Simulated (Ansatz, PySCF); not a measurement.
HO3S, SMILES O=[S](=O)O (connectivity only; charge and spin as stated), charge -1, multiplicity 1. Atoms are numbered in the order given.

```xyz
5

O     -0.2819     1.3897     0.1220
S     -0.2040    -0.0380    -0.3809
O     -0.9163    -0.9922     0.5350
O      1.4945    -0.3499    -0.0397
H      1.6934     0.3807     0.5633
```
Charge -1, spin multiplicity 1.

Geometry: PBE0-D3(BJ)/def2-SVPD. The spin state was assumed, not searched. The isomer is the one that the SMILES or the coordinates give; other isomers of the formula were not compared. One conformer was computed; it need not be the lowest.

Two levels are set side by side: PBE-D3(BJ)/def2-SVPD (Ansatz, a first-principles code) and PBE0-D3(BJ)/def2-SVPD (Ansatz). Each level has its own optimised geometry; the coordinates shown are those of the second. Frequencies come from the Hessian of PySCF at each geometry. Differences are taken from unrounded values.

```
quantity                            PBE0-D3(BJ)  PBE-D3(BJ)  PBE-D3(BJ) minus PBE0-D3(BJ)
----------------------------------  -----------  ----------  ----------------------------
mean bond length (Å)                      1.437       1.471                         0.034
bond O1–S2 (Å)                            1.516       1.539                         0.023
bond S2–O3 (Å)                            1.502       1.525                         0.023
bond S2–O4 (Å)                            1.760       1.840                         0.079
bond O4–H5 (Å)                            0.968       0.979                         0.011
highest harmonic wavenumber (cm⁻¹)         3806        3646                          -160
mean harmonic wavenumber (cm⁻¹)            1018         948                           -71
zero-point energy (kcal/mol)              13.10       12.19                         -0.91
```

Exact exchange shortens and stiffens bonds; PBE has none. Differences between two approximate levels are no errors against the true value.
